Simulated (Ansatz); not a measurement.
C2H6Al, SMILES `[CH3][Al-][CH3]` (lower singlet) (charge -1, multiplicity 1). This singlet lies 0.91 eV below the relaxed triplet at the level frozen-core CCSD(T)/aug-cc-pVTZ // PBE0-D3(BJ)/def2-TZVPD (Ansatz, a quantum-chemistry and plane-wave program).

Z-matrix (Å, degrees):
```
Al
C 1 2.0456
H 2 1.0954 1 114.71
H 2 1.1024 3 107.83 1 122.69
H 2 1.1024 3 107.81 4 114.69
C 1 2.0456 2 97.61 3 179.90
H 6 1.0954 1 114.71 2 -179.37
H 6 1.1023 7 107.86 1 -122.87
H 6 1.1024 7 107.78 8 -114.69
```
Charge -1, spin multiplicity 1.

Frozen-core energies in aug-cc-pVDZ from Ansatz at a geometry from PBE0-D3(BJ)/def2-TZVPD; the HF reference has <S^2> = 0.00 (restricted, and unstable towards unrestricted orbitals) and the T1 diagnostic is 0.016.

```tsv
level	energy (Ha)
HF	-321.11756
MP2	-321.51006
CCSD	-321.55728
```

**Question.** Estimate the energies of CCSD(T), CCSDT and CCSDT(Q), and give each level's difference from CCSDT(Q).

**Answer.** 
| level | energy (Ha) | difference from CCSDT(Q) (mHa) |
|---|---|---|
| MP2 | -321.51006 | 64.93 |
| CCSD | -321.55728 | 17.72 |
| CCSD(T) | -321.57283 | 2.16 |
| CCSDT | -321.57409 | 0.90 |
| CCSDT(Q) | -321.57499 | 0.00 |
